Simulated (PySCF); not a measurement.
**LDA on Lu⁻ (lutetium, charge -1)**

Configuration: [Xe] 4f14 5d2 6s2, high-spin 3F determinant. All numbers are calculated (PySCF 2.14, scalar relativity by spin-free X2C-1e, in x2c-TZVPPall with one added diffuse shell each of s, p, d type (12s8p8d2f2g, 108 functions)).

```
Total energy                        : -14553.84 hartree
One-electron energy                 : -20004.34 hartree
Hartree (Coulomb) energy            : 5746.13 hartree
Exchange-correlation energy         : -295.63 hartree
⟨S²⟩                                : 2.0039
⟨L²⟩                                : 12.001
Sum of ⟨r⟩                          : 51.45 bohr
Sum of ⟨r²⟩                         : 136.7 bohr²
Langevin diamagnetic susceptibility : -108 ×10⁻⁶ cm³/mol
```

```tsv
shell	electrons	mean orbital energy (hartree)	spread (hartree)	rms radius, mean of both spins (bohr)
1s β	1	-2314.36566	0	0.0219
1s α	1	-2314.36562	0	0.0219
2s α	1	-393.87899	0	0.0886
2s β	1	-393.87812	0	0.0886
2p α	3	-347.71248	0	0.0801
2p β	3	-347.71178	0	0.0801
3s α	1	-89.12713	0	0.227
3s β	1	-89.12700	0	0.227
3p α	3	-75.19847	0	0.228
3p β	3	-75.19831	0	0.228
3d α	5	-57.94493	0.00022	0.208
3d β	5	-57.94449	0.00077	0.208
4s α	1	-17.54177	0	0.509
4s β	1	-17.54134	0	0.509
4p α	3	-12.94436	0	0.542
4p β	3	-12.94392	0	0.542
4d α	5	-6.82176	0.00120	0.591
4d β	5	-6.82109	0.00221	0.591
5s α	1	-2.04030	0	1.25
5s β	1	-2.02977	0	1.25
5p α	3	-0.97545	0	1.49
5p β	3	-0.95990	0	1.49
4f α	7	-0.15459	0.00114	0.834
4f β	7	-0.15143	0.00416	0.834
6s α	1	-0.01977	0	4.42
6s β	1	0.00231	0	4.42
5d α	2	0.09230	0	5.68
```

Spin-orbit coupling, absent here, splits the open shell strongly. The configuration of this anion was assumed by filling the next shell in order. It is not the known or likely ground configuration (Ca⁻, Sr⁻ and Ba⁻, for instance, bind a p electron), so these values are not the electron affinity of the element. At LDA the highest occupied level has a positive energy, so only the finite basis holds that electron.

Densities and radii are taken from the X2C orbitals without a picture-change correction, which distorts them close to the nucleus.
